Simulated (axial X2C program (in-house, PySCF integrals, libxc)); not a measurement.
## GeO⁺: nuclear properties from DFT to coupled cluster

Calculated with an in-house all-electron X2C program for linear molecules (integrals from PySCF): two-component X2C with atomic mean-field Coulomb and Gaunt terms, Gaussian nuclei, basis Ge dyall-acv3z, O dyall-av3z with contracted cores.

R = 1.771 Å (near the PBE0 minimum at charge 1 of the determinant lowest at the starting distance; the state shown can have its own minimum elsewhere); state Ω = 3/2 (⟨Sz⟩ = 0.50, ⟨Lz⟩ = 1.00 at PBE0).

```csv
level,Eeff magnitude (GV/cm),Ws magnitude Ge (kHz),A∥/gI Ge (MHz),qzz Ge (a.u.),A∥/gI O (MHz)
PBE0,0.00437,0.00129,70.6,-4.65,188
HF,0.0335,0.00637,48.8,-5.03,212
B3LYP,0.00366,0.0013,74,-4.55,191
```

Eeff is the effective electric field on the electron electric dipole moment in this Ω state and Ws the scalar–pseudoscalar constant of the nucleus named (defined with the proton number Z and per Ω); A∥ (defined per Ω) follows by multiplying with gI = μI/(I μN); qzz is the electric field gradient, eQq0 = 234.96 MHz × Q/barn × qzz. The operators were transformed with the bare-nucleus X2C matrices; with these basis sets, hyperfine constants and field gradients can be off by tens of per cent, and where levels differ in sign neither size nor sign is settled.

Finite-field MP2, CCSD and CCSD(T), with 19 electrons correlated in 130 natural virtual spinors (MP2 remainder added):

```tsv
level	Eeff magnitude (GV/cm)	Ws magnitude Ge (kHz)	A∥/gI Ge (MHz)	qzz Ge (a.u.)	A∥/gI O (MHz)
MP2	0.0113	0.00314	57.3	-4.70	194
CCSD	0.00465	0.000714	53.6	-4.68	195
CCSD(T)	0.0119	0.00348	59	-4.53	193
```

T1 = 0.018 (Lee–Taylor). One unrestricted determinant, the lowest of a limited PBE0 search, is the reference; the functionals treat spin collinearly. The sign of Eeff is opposite to CCSD(T) at PBE0, HF, B3LYP, MP2, CCSD. Eeff spreads by more than a factor of two over the levels. Correlation of the inner shells is missing, which matters for properties at the nucleus. Number of frozen shells: Ge 3 s, 2 p; O 1 s.

Task: By how much does correlation change each value, CCSD(T) against HF?

Result: A∥/gI Ge 21 %; qzz Ge -10 %; A∥/gI O -9 %.
